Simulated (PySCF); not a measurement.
C₂H₁₀OSi₃, SMILES [SiH2]1C[SiH2]O[C@@H]1[SiH3]. Atoms are numbered in the order given.

```xyz
16

Si     2.0384     0.6036    -0.7522
C      0.9096    -0.1473     0.5770
O      0.0050     0.8503     1.0654
Si    -1.5302     0.9700     0.3836
C     -1.7249    -0.6656    -0.5347
Si    -0.1643    -1.6113    -0.0458
H      2.7283     1.8231    -0.2368
H      1.1986     0.9906    -1.9302
H      3.0544    -0.4021    -1.1933
H      1.5423    -0.4806     1.4191
H     -2.5124     1.1583     1.4887
H     -1.6066     2.1407    -0.5414
H     -1.7499    -0.5004    -1.6236
H     -2.6413    -1.2039    -0.2497
H      0.4739    -2.3536    -1.1761
H     -0.4493    -2.5687     1.0667
```
Charge 0, spin multiplicity 1.

Geometry: PBE0-D3(BJ)/def2-SVP. The structure was generated by enumeration; whether it is a known compound was not checked. Other conformers were not sampled.

Two levels are set side by side: PBE/pcSseg-1 (PySCF) and HF/pcSseg-1 (PySCF). GIAO shifts against H2O (¹⁷O), TMS (²⁹Si), TMS (¹H), TMS (¹³C) at the same level; non-relativistic, no solvent, atoms listed together averaged. Differences are taken from unrounded values.

```
quantity                    HF
-----------------------  -----
δ(²⁹Si) of Si1 (ppm)     -59.2
δ(¹³C) of C2 (ppm)        43.4
δ(¹⁷O) of O3 (ppm)       -22.9
δ(²⁹Si) of Si4 (ppm)      -3.4
δ(¹³C) of C5 (ppm)       -13.4
δ(²⁹Si) of Si6 (ppm)     -27.6
δ(¹H) of H10 (ppm)        3.75
δ(¹H) of H11, H12 (ppm)   4.77
δ(¹H) of H15, H16 (ppm)   4.32
```

Q: What does PBE give, and how far is it from HF? (Estimate from the structure and the level; the computed values follow.)

A: 
```json
[
 {"quantity": "δ(²⁹Si) of Si1 (ppm)", "PBE": "-73.9", "PBE minus HF": "-14.7"},
 {"quantity": "δ(¹³C) of C2 (ppm)", "PBE": "58.1", "PBE minus HF": "14.7"},
 {"quantity": "δ(¹⁷O) of O3 (ppm)", "PBE": "39.3", "PBE minus HF": "62.2"},
 {"quantity": "δ(²⁹Si) of Si4 (ppm)", "PBE": "9.0", "PBE minus HF": "12.5"},
 {"quantity": "δ(¹³C) of C5 (ppm)", "PBE": "-8.8", "PBE minus HF": "4.7"},
 {"quantity": "δ(²⁹Si) of Si6 (ppm)", "PBE": "-33.5", "PBE minus HF": "-5.9"},
 {"quantity": "δ(¹H) of H10 (ppm)", "PBE": "4.69", "PBE minus HF": "0.94"},
 {"quantity": "δ(¹H) of H11, H12 (ppm)", "PBE": "5.62", "PBE minus HF": "0.85"},
 {"quantity": "δ(¹H) of H15, H16 (ppm)", "PBE": "4.75", "PBE minus HF": "0.43"}
]
```

Rough cost on one machine, each run with all the roots and properties that it gave: HF against PBE within a factor of 2.
